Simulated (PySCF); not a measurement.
Working out the ionisation energy of C⁺

C⁺ [He] 2s2 2p1 (2P) → C²⁺ [He] 2s2 (1S). All numbers are calculated (PySCF 2.14, the spin-free X2C one-electron Hamiltonian (Gaussian nucleus), in aug-cc-pCVTZ-DK with one added diffuse shell each of s, p, d, f type (8s7p5d3f, 75 functions)). Frozen: nothing. Energies in hartree (1 hartree = 27.21139 eV):

```tsv
part	C⁺ (lower)	C²⁺ (upper)
UHF	-37.310211	-36.422746
MP2 opposite-spin	-0.091511	-0.086716
MP2 same-spin	-0.006443	-0.002038
```

Q: What does Hartree-Fock give?

A: (-36.422746) − (-37.310211) = 0.887465 hartree = 24.149 eV.

Q: What do MP2 and SCS-MP2 (6/5 opposite-spin, 1/3 same-spin) give?

A: The opposite-spin parts differ by 0.130 eV and the same-spin parts by 0.120 eV. MP2: 24.149 + (0.130) + (0.120) = 24.399 eV. SCS-MP2: 24.149 + 1.2 × (0.130) + (0.120)/3 = 24.345 eV.

Measured between the centres of the two terms (NIST): 24.378 eV, so MP2 (valence and next inner shell) is off by 0.021 eV.

What remains against the reference includes basis incompleteness and correlation beyond second order.
